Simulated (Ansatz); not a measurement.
Relaxation of AlB2H5O (9 atoms, charge 0, multiplicity 1), to a largest force component of 0.015 eV/Å in at most 40 steps.

Computed with Ansatz, RKS PBE-D4/def2-SVP.

```xyz
9
Properties=species:S:1:pos:R:3:forces:R:3
B -0.316 1.583 -1.068 1.00 1.34 1.08
O 0.818 1.303 -0.290 -1.82 -1.50 -1.22
Al 0.755 -0.519 -0.115 1.52 1.05 -0.91
B -0.121 -1.363 1.498 -1.31 0.95 1.38
H -0.289 1.689 -2.275 0.27 -0.33 -0.39
H -1.383 1.907 -0.541 0.03 -0.31 0.20
H 1.536 -1.446 -1.178 -0.05 0.30 -0.11
H -0.183 -2.531 1.615 0.00 -1.03 0.25
H -0.730 -0.669 2.337 0.37 -0.47 -0.27
```

Q: Where does it end, and by what steps?

A: The run converged. The force dipped under the threshold on the way, but the program's further checks kept it going. After 17 steps the energy has fallen by 1.080 eV; H6 moved furthest, 1.42 Å.

```
step  energy less start (eV)  largest force component (eV/Å)  accepted
   0                  0.0000                           1.818       yes
   1                 -0.1926                           2.025       yes
   2                 -0.4159                           1.105       yes
   3                 -0.5591                           0.573       yes
   4                 -0.6664                           0.632       yes
   5                 -0.7567                           0.656       yes
   6                 -0.8251                           0.866       yes
   7                 -0.8593                           1.066       yes
   8                 -0.9491                           0.449       yes
   9                 -1.0053                           0.177       yes
  10                 -1.0197                           0.572       yes
  11                 -1.0662                           0.074       yes
  12                 -1.0775                           0.027       yes
  13                 -1.0685                           0.309        no
  14                 -1.0788                           0.011       yes
  15                 -1.0799                           0.058       yes
  16                 -1.0793                           0.156        no
  17                 -1.0802                           0.003       yes
```

```xyz
9
Properties=species:S:1:pos:R:3
B -0.507 1.759 -1.322
O 0.119 0.731 -0.727
Al 0.908 -0.597 0.056
B -0.192 -1.617 1.561
H -1.179 1.557 -2.327
H -0.399 2.886 -0.851
H 2.391 -0.893 -0.462
H -0.906 -2.575 1.318
H -0.147 -1.298 2.737
```

Whether the end is a true minimum wasn't checked by a vibrational analysis.

The run took 88 s on 1 thread of Intel(R) Xeon(R) Processor @ 2.50GHz (Skylake/Cascade Lake), on a shared host, peak memory 0.14 GiB.
